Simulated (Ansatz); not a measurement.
Ansatz (an electronic-structure program) input (PBE-QIDH/def2-TZVPD):

Ansatz 0.2 input:
```yaml
crystal:
  periodic: [false, false, false]
  atoms:
    - {symbol: Si, position_ang: [-0.16443147, -0.22168779, 0.01012539]}
    - {symbol: Cl, position_ang: [-0.05773694, 0.77535649, -1.72880977]}
    - {symbol: Cl, position_ang: [0.02594451, 0.86918234, 1.68438220]}
    - {symbol: N, position_ang: [1.50553548, -1.13279236, -0.00577178]}
    - {symbol: N, position_ang: [-1.35698386, -1.38121373, 0.07123770]}
    - {symbol: H, position_ang: [1.57943627, -1.75387893, -0.81505974]}
    - {symbol: H, position_ang: [1.61981255, -1.70860798, 0.83180448]}
    - {symbol: H, position_ang: [-1.86679100, -1.67738294, -0.74867887]}
    - {symbol: H, position_ang: [-1.82563086, -1.63123311, 0.93015736]}
    - {symbol: H, position_ang: [2.29582349, -0.48438555, -0.04297150]}
basis:
  gaussian:
    orbitals: def2-TZVPD
hamiltonian:
  xc: {name: PBE-QIDH}
total_charge: 1
magnetization: {spin_polarized: false}
correlation: {electrons: outside_noble_gas}
```

Output:

```
Functional definition: PBE-QIDH
integrals: 0.69 GiB planned
1662 factors; integrals over basis functions are off by at most 1.1e-3 eV
mean field: 1.70 GiB planned
mean field evaluation 1: about -35946.3094 eV, gradient 6.3e1 eV
mean field evaluation 2: about -35946.4563 eV, gradient 6.3e1 eV
mean field evaluation 4: about -35953.4759 eV, gradient 4.2e0 eV
mean field evaluation 8: about -35953.5199 eV, gradient 2.9e-1 eV
mean field evaluation 16: about -35953.5201 eV, gradient 1.2e-4 eV
mean field -35953.52014780 eV, -1321.2674952602 hartree, gradient 6.6e-6 eV, S^2 0.000000; 0 other end points of the search recorded, 0 dependent functions left out
17 core orbitals not correlated
reference -35953.52016726 eV, -1321.2674959757 hartree; 16, 16 occupied and 221, 221 virtual orbitals, 1662 factors
second order -27.66859188 eV of doubles, -0.00000000 eV of singles
Total energy: -35962.74303122 eV, -1321.6064299747 hartree
```

It need not be the lowest isomer of its formula.
